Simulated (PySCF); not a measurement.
CH6N2, SMILES NCN (B3LYP/def2-SVP optimised geometry):

```
9

N      1.341    -0.559     0.000
C     -0.106    -0.559     0.000
N     -0.704     0.777     0.000
H      1.672     0.087     0.719
H      1.696    -0.199    -0.887
H     -0.455    -1.067     0.916
H     -0.430    -1.196    -0.850
H     -0.653     1.196    -0.931
H     -1.696     0.731     0.238
```

Level of theory: PySCF with B3LYP/def2-TZVP.

Question: What are the frontier orbital energies and the dipole moment?

Answer: HOMO-2 -9.93 eV, HOMO-1 -7.09 eV, HOMO -6.71 eV, LUMO 0.60 eV, LUMO+1 1.49 eV; dipole moment 1.70 D.

Meta-Löwdin charges at B3LYP/def2-TZVP: N1 -0.50, C2 0.01, N3 -0.53, H4 0.21, H5 0.21, H6 0.11, H7 0.08, H8 0.21, H9 0.21.
